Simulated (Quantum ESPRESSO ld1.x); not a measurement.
The run below uses ld1.x (Quantum ESPRESSO 7.5).

```
 &input
    atom='Tm',
    iswitch=1,
    rel=1,
    lsd=1,
    dft='PW',
    config='[Xe] 4f12 5d1 6s2',
    verbosity='high',
    prefix='ld1',
    max_out_wfc=37,
    file_charge='ld1.rho',
 /
```

It prints:

```
     Program LD1 v.7.5 starts

     --------------------------- All-electron run ----------------------------

     scalar relativistic calculation

     atomic number is 69.00
     dft =PW   lsd =1 sic =0 latt =0  beta=0.20 tr2=1.0E-14
     Exchange-correlation= PW
                           (   1   4   0   0   0   0   0)
     mesh =2105 r(mesh) =  99.27497 a.u. xmin = -8.00 dx = 0.00800
     1 Ry =  13.60569312 eV, c = 137.03599908

     n l     nl                  e(Ry)          e(Ha)          e(eV)
     1 0     1S 1( 1.00)   -4354.480172139   -2177.240086069 -59245.7209323
     2 0     2S 1( 1.00)    -735.190517961    -367.595258981 -10002.7765743
     2 1     2P 1( 3.00)    -649.424186954    -324.712093477  -8835.8661943
     3 0     3S 1( 1.00)    -165.680383017     -82.840191509  -2254.1964478
     3 1     3P 1( 3.00)    -139.713902507     -69.856951254  -1900.9044825
     4 0     4S 1( 1.00)     -33.094707862     -16.547353931   -450.2764392
     4 1     4P 1( 3.00)     -24.547515189     -12.273757594   -333.9859586
     3 2     3D 1( 5.00)    -107.589615849     -53.794807925  -1463.8312965
     5 0     5S 1( 1.00)      -4.278496150      -2.139248075    -58.2119056
     5 1     5P 1( 3.00)      -2.268569937      -1.134284968    -30.8654664
     4 2     4D 1( 5.00)     -13.196232059      -6.598116029   -179.5438838
     4 3     4F 1( 7.00)      -0.767389255      -0.383694627    -10.4408627
     5 2     5D 1( 1.00)      -0.174328380      -0.087164190     -2.3718584
     6 0     6S 1( 1.00)      -0.353357774      -0.176678887     -4.8076774
     1 0     1S 2( 1.00)   -4354.480226926   -2177.240113463 -59245.7216777
     2 0     2S 2( 1.00)    -735.185728896    -367.592864448 -10002.7114158
     2 1     2P 2( 3.00)    -649.420532006    -324.710266003  -8835.8164662
     3 0     3S 2( 1.00)    -165.610779571     -82.805389786  -2253.2494447
     3 1     3P 2( 3.00)    -139.644532261     -69.822266130  -1899.9606522
     4 0     4S 2( 1.00)     -32.957726944     -16.478863472   -448.4127188
     4 1     4P 2( 3.00)     -24.413285955     -12.206642977   -332.1596768
     3 2     3D 2( 5.00)    -107.534991067     -53.767495534  -1463.0880884
     5 0     5S 2( 1.00)      -4.201493020      -2.100746510    -57.1642247
     5 1     5P 2( 3.00)      -2.201088808      -1.100544404    -29.9473389
     4 2     4D 2( 5.00)     -13.065373512      -6.532686756   -177.7634625
     4 3     4F 2( 5.00)      -0.647393996      -0.323696998     -8.8082440
     5 2     5D 2( 0.00)      -0.131537867      -0.065768933     -1.7896638
     6 0     6S 2( 1.00)      -0.322036642      -0.161018321     -4.3815317

     final scf error:  2.1E-15 reached in  28 iterations

     Etot =  -27117.758748 Ry,  -13558.879374 Ha, -368955.903706 eV
     Total magnetization:    3.00 Bohr mag.

     Ekin =   29472.295837 Ry,   14736.147918 Ha,  400991.012782 eV
     Encl =  -66639.491141 Ry,  -33319.745571 Ha, -906676.466337 eV
     Eh   =   10602.117406 Ry,    5301.058703 Ha,  144249.155874 eV
     Exc  =    -552.680849 Ry,    -276.340424 Ha,   -7519.606024 eV

     normalization and overlap integrals

     s(1S/1S) =  1.000000  <r> =   0.0200  <r2> =    0.0005  r(max) =   0.0126
     s(1S/2S) = -0.027204
     s(1S/3S) = -0.011858
     s(1S/4S) = -0.005755
     s(1S/5S) = -0.002334
     s(1S/6S) = -0.000693
     s(2S/2S) =  1.000000  <r> =   0.0849  <r2> =    0.0085  r(max) =   0.0718
     s(2S/3S) = -0.007507
     s(2S/4S) = -0.003482
     s(2S/5S) = -0.001399
     s(2S/6S) = -0.000415
     s(2P/2P) =  1.000000  <r> =   0.0754  <r2> =    0.0069  r(max) =   0.0588
     s(2P/3P) = -0.005998
     s(2P/4P) = -0.002626
     s(2P/5P) = -0.000931
     s(3S/3S) =  1.000000  <r> =   0.2212  <r2> =    0.0559  r(max) =   0.2031
     s(3S/4S) = -0.002486
     s(3S/5S) = -0.000969
     s(3S/6S) = -0.000286
     s(3P/3P) =  1.000000  <r> =   0.2205  <r2> =    0.0564  r(max) =   0.1999
     s(3P/4P) = -0.002109
     s(3P/5P) = -0.000725
     s(4S/4S) =  1.000000  <r> =   0.4976  <r2> =    0.2797  r(max) =   0.4630
     s(4S/5S) = -0.000664
     s(4S/6S) = -0.000194
     s(4P/4P) =  1.000000  <r> =   0.5280  <r2> =    0.3173  r(max) =   0.4857
     s(4P/5P) = -0.000502
     s(3D/3D) =  1.000000  <r> =   0.2000  <r2> =    0.0469  r(max) =   0.1636
     s(3D/4D) = -0.001521
     s(3D/5D) = -0.000281
     s(5S/5S) =  1.000000  <r> =   1.2116  <r2> =    1.6541  r(max) =   1.0810
     s(5S/6S) = -0.000101
     s(5P/5P) =  1.000000  <r> =   1.4371  <r2> =    2.3547  r(max) =   1.2385
     s(4D/4D) =  1.000000  <r> =   0.5700  <r2> =    0.3773  r(max) =   0.5015
     s(4D/5D) = -0.000209
     s(4F/4F) =  1.000000  <r> =   0.7545  <r2> =    0.7547  r(max) =   0.4896
     s(5D/5D) =  1.000000  <r> =   2.7885  <r2> =    9.7724  r(max) =   1.8774
     s(6S/6S) =  1.000000  <r> =   3.6650  <r2> =   15.3030  r(max) =   3.0830
     s(1S/1S) =  1.000000  <r> =   0.0200  <r2> =    0.0005  r(max) =   0.0126
     s(1S/2S) = -0.027204
     s(1S/3S) = -0.011861
     s(1S/4S) = -0.005754
     s(1S/5S) = -0.002326
     s(1S/6S) = -0.000669
     s(2S/2S) =  1.000000  <r> =   0.0849  <r2> =    0.0085  r(max) =   0.0718
     s(2S/3S) = -0.007509
     s(2S/4S) = -0.003480
     s(2S/5S) = -0.001394
     s(2S/6S) = -0.000401
     s(2P/2P) =  1.000000  <r> =   0.0754  <r2> =    0.0069  r(max) =   0.0588
     s(2P/3P) = -0.006000
     s(2P/4P) = -0.002625
     s(2P/5P) = -0.000926
     s(3S/3S) =  1.000000  <r> =   0.2212  <r2> =    0.0559  r(max) =   0.2031
     s(3S/4S) = -0.002486
     s(3S/5S) = -0.000966
     s(3S/6S) = -0.000276
     s(3P/3P) =  1.000000  <r> =   0.2204  <r2> =    0.0563  r(max) =   0.1999
     s(3P/4P) = -0.002109
     s(3P/5P) = -0.000722
     s(4S/4S) =  1.000000  <r> =   0.4977  <r2> =    0.2798  r(max) =   0.4630
     s(4S/5S) = -0.000661
     s(4S/6S) = -0.000187
     s(4P/4P) =  1.000000  <r> =   0.5281  <r2> =    0.3175  r(max) =   0.4857
     s(4P/5P) = -0.000500
     s(3D/3D) =  1.000000  <r> =   0.1999  <r2> =    0.0469  r(max) =   0.1636
     s(3D/4D) = -0.001520
     s(3D/5D) = -0.000269
     s(5S/5S) =  1.000000  <r> =   1.2143  <r2> =    1.6616  r(max) =   1.0810
     s(5S/6S) = -0.000097
     s(5P/5P) =  1.000000  <r> =   1.4416  <r2> =    2.3700  r(max) =   1.2385
     s(4D/4D) =  1.000000  <r> =   0.5704  <r2> =    0.3778  r(max) =   0.5015
     s(4D/5D) = -0.000200
     s(4F/4F) =  1.000000  <r> =   0.7625  <r2> =    0.7765  r(max) =   0.4936
     s(5D/5D) =  1.000000  <r> =   2.9498  <r2> =   11.1305  r(max) =   1.8925
     s(6S/6S) =  1.000000  <r> =   3.7599  <r2> =   16.1473  r(max) =   3.1327

     ------------------------ End of All-electron run ------------------------
```

Run on one thread of a shared host, so times are rough (Intel(R) Xeon(R) Processor @ 2.60GHz): 0.83 s of CPU time, 0.86 s wall, 28 iterations on 2105 mesh points.
